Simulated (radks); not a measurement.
Q: All-electron atom: Ta VII in [Xe] 4f13. Method: Dirac Kohn-Sham, relativistic LDA (MacDonald-Vosko exchange, VWN5 correlation), spin-unpolarised, spherical densities, finite nucleus; open shells fill j = l - 1/2 first; Fermi nuclear charge, rms radius 5.3507 fm; computed with a radial shooting solver on a logarithmic mesh with Libxc functionals.

Spin-orbit splittings of the eigenvalues, e(l+1/2) - e(l-1/2), with zeta = 2 splitting/(2l+1) and mean radii in bohr:

| shell | occ. | splitting (eV) | zeta (eV) | <r> j=l-1/2 | <r> j=l+1/2 |
|---|---|---|---|---|---|
| 2p | 6 | 1254 | 836.0 | 0.06510 | 0.07290 |
| 3p | 6 | ? | ? | 0.1948 | 0.2093 |
| 3d | 10 | 59.19 | 23.68 | 0.1832 | 0.1877 |
| 4p | 6 | 62.78 | 41.85 | 0.4646 | 0.4974 |
| 4d | 10 | 11.65 | 4.659 | 0.5146 | 0.5259 |
| 4f | 13 | 2.096 | 0.5989 | 0.6056 | 0.6140 |
| 5p | 6 | 10.23 | 6.818 | 1.152 | 1.233 |

Estimate the 3p splitting.

A: 270.2 eV (zeta = 180.1 eV).
